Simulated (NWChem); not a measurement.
The numbers come from NWChem runs, not from measurements. System: HIOSi, charge 1, spin multiplicity 2, at the geometry of a parent with another charge or spin, in a state set for the comparison that need not be this species' ground state. Its SCF solution wasn't tested for a lower state. Level: B3LYP/x2c-SVPall-2c, spin-orbit ZORA, VWN1-RPA local correlation.

The NWChem input:

```
start mol
memory heap 200 mb stack 900 mb global 1100 mb
charge 1
geometry units angstroms nocenter noautoz noautosym
  Si    -1.134760    -1.274546     0.000000
  I      0.296630     0.767964     0.000000
  O      0.054668    -2.438824     0.000000
  H     -0.272090    -3.347867     0.000000
end
basis spherical
  * library x2c-svpall-2c
end
relativistic
  zora on
end
dft
  xc b3lyp
  odft
  mult 2
  semidirect memsize 60000000 filesize 0
  iterations 100
  grid fine
end
task sodft energy
```

Output (cleaned and shortened):

```
             Northwest Computational Chemistry Package (NWChem) 7.3.0
             --------------------------------------------------------

                                NWChem Input Module
                                -------------------

 Scaling coordinates for geometry "geometry" by  1.889725989
 (inverse scale =  0.529177249)

                             Geometry "geometry" -> ""
                             -------------------------

 Output coordinates in angstroms (scale by  1.889725989 to convert to a.u.)

  No.       Tag          Charge          X              Y              Z
 ---- ---------------- ---------- -------------- -------------- --------------
    1 Si                  14.0000    -1.13476000    -1.27454600     0.00000000
    2 I                   53.0000     0.29663000     0.76796400     0.00000000
    3 O                    8.0000     0.05466800    -2.43882400     0.00000000
    4 H                    1.0000    -0.27209000    -3.34786700     0.00000000

 Effective nuclear repulsion energy (a.u.)     277.2386591936

            Nuclear Dipole moment (a.u.)
            ----------------------------
        X                 Y               Z
 ---------------- ---------------- ----------------
     0.0000075589    -0.0000207870     0.0000000000


 Summary of "ao basis" -> "" (spherical)
 ------------------------------------------------------------------------------
       Tag                 Description            Shells   Functions and Types
 ---------------- ------------------------------  ------  ---------------------
 *                       x2c-svpall-2c                on all atoms

                                 NWChem DFT Module
                                 -----------------

 Summary of "ao basis" -> "ao basis" (spherical)
 ------------------------------------------------------------------------------
       Tag                 Description            Shells   Functions and Types
 ---------------- ------------------------------  ------  ---------------------
 Si                      x2c-svpall-2c               9       21   4s4p1d
[...]
  ----     -------------------  ------------         ----     -------------------  ------------
   106     0.322583  -0.563089  1 Si pz               103     0.225870  -0.394430  1 Si pz
   135    -0.122749   0.214492  2 I  pz               167    -0.121812   0.212761  3 O  pz
   170    -0.116422   0.203341  3 O  pz                97    -0.096144   0.167891  1 Si pz
   132    -0.086235   0.150677  2 I  pz               126     0.074536  -0.130246  2 I  pz
   153    -0.027901   0.048532  2 I  d -1             123    -0.026645   0.046546  2 I  pz

   alpha - beta orbital overlaps
   -----------------------------

   alpha      1      2      3      4      5      6      7      8      9     10
    beta      1      2      3      3      5      6      7      5      6      7
 overlap   1.081  1.227  0.582  0.095  0.953  0.958  0.955  0.016  0.016  0.012

   alpha     11     12     13     14     15     16     17     18     19     20
    beta     44     75     77      3     75     77     41     77     76     77
 overlap   0.072  0.096  0.089  0.070  0.069  0.080  0.029  0.035  0.010  0.029

   alpha     21     22     23     24     25     26     27     28     29     30
    beta     75     22     23     24     25     26     26     28     29     30
 overlap   0.025  1.171  1.530  1.849  2.056  1.030  0.248  1.290  1.292  1.293

   alpha     31     32     33     34     35     36     37     38     39     40
    beta     31     32     33     34     35     36     28     29     30      3
 overlap   1.611  1.621  1.624  1.316  1.403  1.423  0.017  0.017  0.017  0.139

   alpha     41     42     43     44     45     46     47     48     49     50
    beta     41     45     40     44     45     34     35     36     28     29
 overlap   0.248  0.294  0.131  0.253  0.322  0.026  0.028  0.030  0.058  0.057

   alpha     51     52     53     54     55     56     57     58     59     60
    beta     30     52     53     54     55     56     57     58     59     60
 overlap   0.057  1.154  1.154  1.155  1.154  1.154  1.134  1.133  1.133  1.133

   alpha     61     62     63     64     65     66     67     68     69     70
    beta     61      3     58     59     60     61     57     58     59     60
 overlap   1.133  0.027  0.021  0.021  0.022  0.022  0.016  0.016  0.016  0.016

   alpha     71     72     73     74     75     76     77     78     79     80
    beta     61     72     73     73     75     76     77     75     76     77
 overlap   0.016  1.068  0.372  0.231  0.318  0.284  0.360  0.198  0.125  0.255

   alpha     81     82     83     84     85     86     87     88     89     90
    beta     76     45     75     77     75     76     76     75     86     77
 overlap   0.010  0.001  0.006  0.012  0.009  0.196  0.039  0.012  0.019  0.015

     --------------------------
     Expectation value of S2:
     --------------------------
      <S2> =      0.7772 (Exact =     0.7500)

     Multipole analysis of the density
     ---------------------------------

     L   x y z        total         alpha         beta         nuclear
     -   - - -        -----         -----         ----         -------
     0   0 0 0      1.000000    -37.956918    -37.043082     76.000000

     1   1 0 0     -1.321316     -0.144907     -1.176416      0.000008
     1   0 1 0     -1.834285     -0.501137     -1.333128     -0.000021
     1   0 0 1      0.000000      0.000000      0.000000      0.000000

     2   2 0 0    -26.911162    -57.892171    -50.399623     81.380632
     2   1 1 0      7.181102    -56.071305    -51.614559    114.866966
     2   1 0 1      0.000000      0.000000      0.000000      0.000000
     2   0 2 0    -16.551024   -213.280392   -206.055974    402.785343
     2   0 1 1      0.000001      0.000001      0.000000      0.000000
     2   0 0 2    -30.762592    -15.918459    -14.844133      0.000000

 Task  times  cpu:       17.9s     wall:       17.9s

 Total times  cpu:       17.9s     wall:       17.9s
```
